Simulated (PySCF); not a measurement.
Assignment exercise: C$_{6}$H$_{9}$B

Geometry (Å), atoms numbered from 1 in this order:
```xyz
16

B    -0.322    0.120    0.001
C     1.226    0.278   -0.123
C     2.109   -0.459    0.571
H     1.641    1.081   -0.747
H     1.781   -1.254    1.248
H     3.190   -0.283    0.517
C    -1.269    1.345   -0.207
C    -0.853    2.584   -0.520
H    -2.352    1.200   -0.095
H     0.209    2.818   -0.647
H    -1.547    3.420   -0.662
C    -0.971   -1.259    0.334
C    -0.451   -2.446   -0.022
H    -1.967   -1.274    0.801
H     0.514   -2.510   -0.536
H    -0.972   -3.394    0.155
```

- shieldings: GIAO B3LYP/pcSseg-1
- spin–spin couplings from B3LYP/pcJ-1 (spin–dipole term only in couplings to heteroatoms)
- structure optimised with PBE0-D3(BJ)/def2-SVP
- code: PySCF
- in vacuum, one averaged value for each set of equivalent atoms, non-relativistic, one computed conformer

δ = σ(ref) − σ, references computed at the same level: TMS for ¹³C (σ = 179.24 ppm), ¹H (σ = 31.38 ppm).

**Question.** Assign these signals to the numbered atoms. ¹³C{¹H} NMR (computed): δ 151.9, 149.8.

**Answer.** 
| δ (ppm) | atoms | environment | reason |
| --- | --- | --- | --- |
| 151.9 | C2/C7/C12 | carbon bonded to C, B, H | – |
| 149.8 | C3/C8/C13 | carbon bonded to C, 2 H | – |

**Question.** Assign these signals to the numbered atoms. ¹H NMR (500 MHz, computed): δ 6.94 (t, J = 17.4 Hz, 3H), 6.42 (d, J = 17.4 Hz, 6H).

**Answer.** 
| δ (ppm) | atoms | environment | reason |
| --- | --- | --- | --- |
| 6.94 | H4/H9/H14 | hydrogen on a carbon bonded to C, B | – |
| 6.42 | H5/H6/H10/H11/H15/H16 | hydrogen on a carbon bonded to C | – |

A carbon bonded to boron is broadened by the quadrupolar boron nucleus and is often missing from a measured spectrum. Splittings below 1 Hz are ignored in the labels, and close J values are merged. Couplings among chemically equivalent protons are left out too, so labels in AA′BB′ or AA′XX′ sets are apparent multiplicities. Unscaled 3J(H,H) at this level run about 10 % above measured values. Shifts are as computed. Against solution values, carbons near 30 ppm lie about +2 ppm off and those near 130 ppm about +6 ppm. Of 1309 compounds with measured shifts, 239 miss one by over three times the rms of a fit or turn the order of signals round; such compounds aren't used in these exercises.
